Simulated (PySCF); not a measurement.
C₂H₇AlO, SMILES C[O][AlH][CH3] at its PBE0/def2-SVP optimised geometry (Å):

```
11

Al     0.2397     0.6795     0.0000
H     -0.6787     1.9802     0.0000
C      2.1858     0.6795     0.0000
H      2.5791     0.2115     0.9182
H      2.6083     1.6944    -0.0664
H      2.5801     0.0912    -0.8453
O     -0.5401    -0.8341     0.0009
C     -1.8293    -1.3443    -0.0007
H     -1.9986    -1.9802    -0.8885
H     -2.0022    -1.9776     0.8884
H     -2.6083    -0.5570    -0.0035
```

Calculation: PBE0/def2-TZVP run with PySCF.

Map of the electron localisation function on the plane z = 1.0 Å:

```
|0000000000000000000000000000000|
|0000000000000000000000000000000|
|0000000000000000000000000000000|
|0000000000000000000000000000000|
|0000000000000000000000000000000|
|0000000000025663000000000000000|
|0000000000489997300000000000000|
|0000000003899999400000121000000|
|0000000006999999510001344200000|
|0000000006999999510001344200000|
|0000000004899998411212232100000|
|0000000000479985113432332100000|
|0000000000023431016645665310000|
|0000000000000110016667999731000|
|0000023200001221015668999961000|
|0000157630003553113459999972000|
|0000257641014676200138999961000|
|0000134432113676300015898720000|
|0000011345312576410001354200000|
|0000001478721356410000000000000|
|0000003899960024310000000000000|
|0000017999981001100000000000000|
|0000028999992000000000000000000|
|0000017999982000000000000000000|
|0000003799961000000000000000000|
|0000000245410000000000000000000|
|0000000000000000000000000000000|
|0000000000000000000000000000000|
|0000000000000000000000000000000|
|0000000000000000000000000000000|
|0000000000000000000000000000000|
```
Scale: ten equal steps from 0.000 (start of '0') to 1.000 (end of '9'), in the order '0123456789'; x runs from -5.00 to 5.00, y from -5.00 (bottom) to 5.00 (top).
